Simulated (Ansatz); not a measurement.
**Predicting a hybrid from its neighbours: PbO**

PbO: 2 atoms, total charge 0, spin state singlet. SMILES: `[O][Pb]`. Geometry: the measured bond length.

The vertical energy of the triplet above the singlet y, in eV, basis def2-TZVP with a core potential; a is the functional's share of exact exchange. Programs: Ansatz 0.2.0.

| functional | program | a | y (eV) |
| --- | --- | --- | --- |
| PBE | Ansatz | 0 | 2.93 |
| r2SCAN | Ansatz | 0 | 2.49 |
| B3LYP | Ansatz | 0.2 | ? |
| PBE0 | Ansatz | 0.25 | 2.35 |
| r2SCAN0 | Ansatz | 0.25 | 2.03 |
| BHLYP | Ansatz | 0.5 | 1.85 |

Problem. Fit y = c + s·a to the known rows and predict B3LYP.

Solution. 
1. Means of the 5 rows: a = 0.2000, y = 2.330.
2. Σ(Δa)² = 0.175, Σ(Δa·Δy) = -0.31, so the slope is -0.31/0.175 = -1.7714.
3. Intercept: 2.330 − (-1.7714) × 0.2000 = 2.684. The largest residual of the fit is 0.25.
4. B3LYP: 2.684 + (-1.7714) × 0.2 = 2.33 eV.

The run gave 2.54 eV, so the prediction is off by -0.21 eV, within the scatter of the fit. Exact exchange favours the state with more unpaired electrons. The rows mix families of semi-local functionals, which the line can't see. Spin-orbit coupling is left out.
